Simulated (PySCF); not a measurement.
# MSi anions for M along the fourth-period p block

PBE0 with triple-zeta basis sets in PySCF, for the lowest determinant that a PBE0 search found; no spin–orbit coupling. De refers to high-spin ground-configuration atoms (the charge goes to the atom of lower measured ionisation energy or higher electron affinity, which is not always the lowest computed limit). A positive dipole points towards Si; it is taken about the centre of mass and depends on that origin.

```csv
M,basis,charged atom,state (unpaired electrons),Re (Å),ωe (cm⁻¹),De (eV),μ (D)
As,def2-TZVPPD,Si−,singlet (closed shell),2.097,565,4.81,-1.79
Se,def2-TZVPPD,Se−,doublet (π ↑),2.173,479,4.22,-2.38
Br,def2-TZVPPD,Br−,triplet (π ↑↑),2.426,287,1.88,-4.15
```

The shortest bond is that of SiAs⁻ (2.097 Å), the longest that of SiBr⁻ (2.426 Å). SiAs⁻ is bound most strongly (4.81 eV) and SiBr⁻ least (1.88 eV).

The state changes along the series, so neighbouring rows are not always alike in their bonding.

Spin–orbit coupling is left out. For an ion De counts to the pair picked by the measured ionisation energies or electron affinities, which need not be the lowest pair at this level. The highest Kohn–Sham level is positive in some of these anions. Much of that is self-interaction error, but it also means that the finite basis helps to hold the extra electron. States were picked by a PBE0 search and need not be the measured ground states.
